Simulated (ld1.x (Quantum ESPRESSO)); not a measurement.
Values are calculated unless marked as measured or tabulated.
Potentials for Cl compared

Generated with ld1.x 7.5 (TM, RRKJ, ultrasoft, PAW), atompaw 4.2 or ONCVPSP 4.0.1. The cutoff is in Ry: for ld1.x and atompaw files where the sum of valence levels is converged to 10 mRy in a Bessel basis, for ONCV files where the hardest occupied wave has 1 mHa per electron of residual kinetic energy. The error is the largest all-electron minus pseudo excitation energy over each file’s own four to seven test configurations (ionisations up to +4, promotions, holes and added fractions of an electron), all of which were solved. The labels leave out finer settings (local radius, basis sizes, second energies), which also bear on the numbers. Spin-polarised tests are not counted. The rows are a selection from randomly drawn settings: files with unsolved tests, undetermined cutoffs or missed reference levels are left out.

A true bound ghost makes a file unfit for plane-wave use even where its test errors are small: the radial tests pick states by their node count and pass the ghost by.

| potential | cutoff (Ry) | largest error (meV) | bound ghosts |
| --- | --- | --- | --- |
| PAW, Wu–Cohen, non-relativistic, rc 1.20/1.20/1.10 (spd), local smoothed, core correction yes, reference 3s2 3p5 | 25 | -81 | none |
| TM, PBEsol, scalar-relativistic, rc 1.15/1.40 (sp), local s, core correction no, reference 3s2 3p5 | 50 | +240 | none |
| TM semilocal, BP86, scalar-relativistic, rc 1.15/1.35/1.40 (spd), local p, core correction no, reference 3s2 3p5 | 50 | +220 | none |
| RRKJ, LDA (PZ), scalar-relativistic, rc 1.20/1.00/1.25 (spd), local p, core correction no, reference 3s2 3p4.5 | 120 | +279 | none |
| TM semilocal, PBE, scalar-relativistic, rc 1.05/1.05/0.90 (spd), local s, core correction yes, reference 3s2 3p5 | 110 | +199 | none |
| ultrasoft, LDA (PZ), scalar-relativistic, rc 1.10/1.65 (sp), local smoothed, core correction yes, reference 3s2 3p5 | 25 | +153 | s |

Problem. Fill in the row for Cl: PAW, PBEsol, non-relativistic, rc 1.50/1.35 (sp), local smoothed, core correction yes, reference 3s2 3p5.

Solution. cutoff 21 Ry, largest error -22 meV, bound ghosts: none.

Problem. Fill in the row for Cl: RRKJ, LDA (PZ), non-relativistic, rc 1.30/1.15/1.10 (spd), local s, core correction no, reference 3s2 3p4.75.

Solution. cutoff 55 Ry, largest error +308 meV, bound ghosts: none.
